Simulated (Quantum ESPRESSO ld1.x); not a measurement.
Q: These are the eigenvalues of the occupied orbitals of an atom or ion with whole-number occupations (hartree). Calculated with ld1.x of Quantum ESPRESSO 7.5: non-relativistic Kohn-Sham, exchange-only LDA, spin-polarised, spherical densities, point nucleus.

orbital  eigenvalue
1s up     -114.7135
1s down   -114.6940
2s up      -11.6980
2s down    -11.6759
2p up       -9.3527
2p down     -9.3257
3s up       -1.7067
3s down     -1.5977
3p up       -1.1665
3p down     -1.0628
4f up       -0.0848

Which element is it, and in what charge state? The configuration may be excited. Open shells, if any, are filled with parallel spins first.

A: Z = 18, argon, charge +1: Ar+ in [Ne] 3s2 3p4 4f1. The list shows which subshells hold electrons but not how many an open one holds; the 1s level, -114.71 hartree, gives Z - s = 15.1 by -(Z - s)^2/2, which with screening narrows Z to a few neighbours, and the depths of the outer levels then fix element, charge and occupations together.
